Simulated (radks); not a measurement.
Kinetic energies: the exact non-interacting value of the Kohn-Sham orbitals and orbital-free approximations, in hartree. Species: K [Ar] 4s1; Lu3+ [Xe] 4f14; Ga2+ [Ar] 3d10 4s1; Lu+ [Xe] 4f14 6s2. Method: non-relativistic Kohn-Sham, LDA (Slater exchange, Perdew-Wang correlation), spin-polarised, spherical densities, point nucleus; computed with a radial shooting solver on a logarithmic mesh with Libxc functionals. Every spin shell is full or empty, so the densities are truly spherical. Functionals are evaluated on that one density, not self-consistently.

| functional | K | Lu3+ | Ga2+ | Lu+ |
|---|---|---|---|---|
| exact | 597.177 | 13841.5 | 1918.96 | 13842.7 |
| Thomas-Fermi | 555.37 | 13168 | 1798.6 | 13169 |
| von Weizsacker | 342.69 | 5104.7 | 935.69 | 5104.5 |
| TF + vW | 898.06 | 18273 | 2734.3 | 18274 |
| TF + vW/9 | 593.45 | 13736 | 1902.6 | 13737 |
| TF + vW/5 | 623.91 | 14189 | 1985.8 | 14190 |
| LC94 | 597.80 | 13835 | 1917.2 | 13836 |
| APBEK | 598.52 | 13839 | 1918.9 | 13840 |
| revAPBEK | 600.43 | 13859 | 1923.4 | 13860 |
| Perdew 92 | 593.52 | 13737 | 1902.8 | 13738 |
| Thakkar | 596.15 | 13730 | 1908.4 | 13731 |
| PG1 | 733.48 | 15633 | 2268.8 | 15633 |
| DePristo-Kress | 597.39 | 13806 | 1915.5 | 13807 |
| Ernzerhof | 596.67 | 13767 | 1909.9 | 13768 |
